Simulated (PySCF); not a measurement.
**C7H11ClSi2: full NMR table**

- Formula: C7H11ClSi2
- SMILES: C=CC1=C[SiH2]C/C(=C/Cl)[SiH2]1
- Point group of the computed structure: C1
- Degrees of unsaturation: 4
- Carbon signals: 7
- Proton signals: 8

Structure with atom numbers: `[CH2:1]=[CH:2][C:3]1=[CH:4][SiH2:5][CH2:6]/[C:7](=[CH:8]/[Cl:9])[SiH2:10]1`; H(Xn) means a hydrogen on atom n. Ha(C1) is cis to C3; Hb(C1) is trans to C3.

One computed conformer, rapidly exchanging positions averaged, no relativistic terms, no solvent. GFN2-xTB geometry; shielding tensors at PBE0/pcSseg-1 (GIAO); PySCF 2.14.0 with density-fitted response routines.

Chemical shifts δ = σref − σ; TMS for 1H (31.72 ppm) and 13C (186.93 ppm) and 29Si (349.16 ppm), all at this level.

| carbon | δC, type | δH (multiplicity) | HMBC from (2–3 bonds) | span of the C tensor (ppm) |
| --- | --- | --- | --- | --- |
| C1 | 124.9, CH2 | Ha(C1) 5.59 (m); Hb(C1) 5.59 (m) | H(C2) | 206 |
| C2 | 153.6, CH | 6.76 (m) | H(C4), Hb(C1), Ha(C1), H(Si10) | 202 |
| C3 | 162.7, C | – | H(C4), H(C2), Hb(C1), Ha(C1), H(Si10), H(Si5) | 249 |
| C4 | 149.5, CH | 7.01 (t) | H(C2), H(Si10), H(Si5), H(C6) | 221 |
| C6 | 23.2, CH2 | 2.00 (m) | H(C4), H(C8), H(Si10), H(Si5) | 29 |
| C7 | 140.7, C | – | H(C8), H(Si10), H(Si5), H(C6) | 224 |
| C8 | 137.3, CH | 6.65 (s) | H(Si10), H(C6) | 162 |

Other nuclei:
```tsv
atoms	nucleus	environment	δ (ppm)	σ (ppm)
H(Si10)	1H	hydrogen on a silicon bonded to 2 C, in a 6-membered ring	5.03	26.69
H(Si5)	1H	hydrogen on a silicon bonded to 2 C, in a 6-membered ring	4.45	27.26
Si5	29Si	silicon bonded to 2 C, 2 H, in a 6-membered ring	-52.4	401.5
Si10	29Si	silicon bonded to 2 C, 2 H, in a 6-membered ring	-71.7	420.8
```

- Carbon types of the structure: 2 × C, 3 × CH, 2 × CH2, leaving 4 H on heteroatoms.
- δC 162.7, 140.7: fully substituted alkene carbon; the olefinic region.
- δC 153.6, 149.5, 137.3: alkene CH; an sp2 carbon of a C=C bond.
- δC 124.9: terminal =CH2 carbon; an sp2 carbon of a C=C bond.
- δH 7.01, 6.76, 6.65: hydrogen on an alkene CH; a vinylic proton, deshielded by the sp2 carbon and the C=C anisotropy.
- δH 5.59, 5.59: hydrogen on a terminal =CH2 carbon; attached to an sp2 carbon and in the plane of the double bond.

Carbons that carry Cl, above all several Cl atoms, come out too deshielded, partly because spin–orbit coupling is missing. Shifts are as computed. Against solution values, carbons near 30 ppm lie about +3 ppm off and those near 130 ppm about +5 ppm; carbons on Cl a further +6 ppm. Of 1211 compounds with measured shifts, 218 miss one by over three times the rms of a fit or turn the order of signals round; such compounds aren't used in these exercises. No couplings were computed; multiplicities are counted from neighbouring protons, with m where these are inequivalent, close in shift, in a saturated or five-membered ring or joined by F or P, and br s for small geminal =CH2 splittings.
